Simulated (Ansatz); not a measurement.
Reaction (cleavage of the Ge–In bond): `[F][In]([Cl])[GeH3]` + `OBF` → `FB[O][GeH3]` + `[F][InH][Cl]`

Program: Ansatz. Geometries: PBE0-D4/def2-TZVP. ΔE: electronic, gas phase. CCSD(T)/CBS is the MP2 limit (def2-TZVPP, def2-QZVPP) plus CCSD(T) − MP2 in def2-TZVPP, frozen cores. This one scheme is used for every species. DFT in def2-TZVPP. Elements past krypton have def2 core potentials. For Ge, In outer-core shells are correlated without core-valence functions, which leaves a few kJ/mol of doubt a bond. Scalar relativity is left out up to krypton. Each species was taken in one conformer, which may not be the lowest.

`[F][In]([Cl])[GeH3]`:

```xyz
7

F    -0.362    2.592    1.224
In    0.592    1.129    0.362
Cl    2.821    1.734    0.137
Ge   -0.591   -1.054   -0.337
H    -0.995   -1.804    0.938
H    -1.838   -0.694   -1.153
H     0.373   -1.902   -1.172
```

`OBF`:

```xyz
5

O    -0.410    0.522   -0.754
B    -0.113   -0.182    0.353
F     1.139   -0.573    0.584
H     0.354    0.692   -1.316
H    -0.970   -0.459    1.133
```

`FB[O][GeH3]`:

Cartesian coordinates in Å:
```
F -2.124 -0.275 1.782
B -1.387 -0.082 0.695
O -0.057 -0.160 0.805
Ge 1.152 0.054 -0.503
H -1.958 0.153 -0.336
H 0.405 0.361 -1.808
H 1.925 -1.267 -0.576
H 2.043 1.218 -0.059
```

`[F][InH][Cl]`:

```xyz
4

F     1.053    0.358   -1.512
In    0.123    0.016    0.155
Cl   -2.088   -0.459   -0.289
H     0.913    0.085    1.646
```

| level | ΔE (eV) |
| --- | --- |
| r2SCANh-D4 | 0.45 |
| revPBE | 0.56 |
| MP2/def2-TZVPP | 0.41 |
| HF/CBS(def2) | 0.20 |

What does CCSD(T)/CBS give? (Estimate.)

Computed: +0.46 eV. The listed levels differ from it by -0.01, 0.10, -0.05, -0.26 eV.

Largest T1 diagnostic among the species: 0.015.

From PBE to PBE0 (25 % exact exchange), in def2-TZVPP and without D4, ΔE moves by −0.04 eV. Leaving LDA and LC-ωPBE aside and taking each functional with its dispersion term where it has one, the values, not all of them listed here, spread over 0.29 eV, from B97M-V to PBE-D4.
